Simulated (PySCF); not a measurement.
**UHF on Pd⁺ (palladium, charge +1)**

Configuration: [Kr] 4d8 5s1, high-spin 4F determinant (an excited configuration). Calculation: PySCF 2.14, in aug-cc-pVDZ-PP with ECP28MDF; a scalar-relativistic core potential.

```
Total energy             : -126.289730 hartree
One-electron energy      : -217.6723 hartree
Hartree (Coulomb) energy : 103.0119 hartree
Exchange energy          : -11.6293 hartree
⟨S²⟩                     : 3.7526
⟨L²⟩                     : 12.039
Sum of ⟨r⟩               : 22.39 bohr
Sum of ⟨r²⟩              : 37.93 bohr²
```

| shell | electrons | mean orbital energy (eV) | spread (eV) | rms radius, mean of both spins (bohr) |
| --- | --- | --- | --- | --- |
| 4s α | 1 | -123.65 | 0 | 1.02 |
| 4s β | 1 | -119.34 | 0 | 1.02 |
| 4p α | 3 | -84.333 | 0 | 1.12 |
| 4p β | 3 | -79.260 | 0 | 1.12 |
| 4d α | 5 | -25.889 | 1.181 | 1.51 |
| 4d β | 3 | -23.831 | 0 | 1.51 |
| 5s α | 1 | -15.168 | 0 | 3.17 |

Energies and moments cover only the electrons outside the core potential.
